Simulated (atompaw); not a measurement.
# An all-electron radial function and its pseudo partner (cerium)

Columns: radius, all-electron u(r) and pseudo u(r) of the 4f shell (level -8.29 eV) of cerium in the configuration [Kr] 4d10 4f0.5 5s2 5p6 5d1.5 6s2 6p0; PBE, scalar-relativistic, PAW (atompaw) scheme, atompaw 4.2.0.5.

```csv
r (bohr),all-electron,pseudo
0.115,0.0631,0.0016
0.231,0.3222,0.0242
0.346,0.6148,0.1039
0.462,0.8305,0.2633
0.577,0.9454,0.4783
0.692,0.9793,0.6901
0.808,0.9598,0.8352
0.923,0.9102,0.8800
1.038,0.8459,0.8449
1.154,0.7758,0.7760
1.269,0.7064,0.7064
1.385,0.6390,0.6390
1.500,0.5759,0.5759
1.615,0.5173,0.5173
1.731,0.4631,0.4631
1.846,0.4142,0.4142
1.962,0.3697,0.3697
2.077,0.3300,0.3300
2.192,0.2945,0.2945
2.308,0.2625,0.2625
2.423,0.2344,0.2344
2.538,0.2093,0.2093
2.654,0.1869,0.1869
2.769,0.1672,0.1672
2.885,0.1495,0.1495
3.000,0.1340,0.1340
```

Q: How many radial nodes do the two functions have?

A: The all-electron 4f function has n − l − 1 = 0; the pseudo-wave has 0.

Q: At about which radius was the pseudo-wave matched?

A: 1.20 bohr, where the columns begin to agree (steps of 0.12 bohr).

Q: Where does each function peak?

A: Outermost all-electron maximum near 0.69 bohr, pseudo maximum near 0.92 bohr (to the table’s step).

Q: Is the pseudo-wave norm-conserving?

A: No, it belongs to a PAW set: the norm inside the radius is not constrained, and the difference is carried by the augmentation charge.
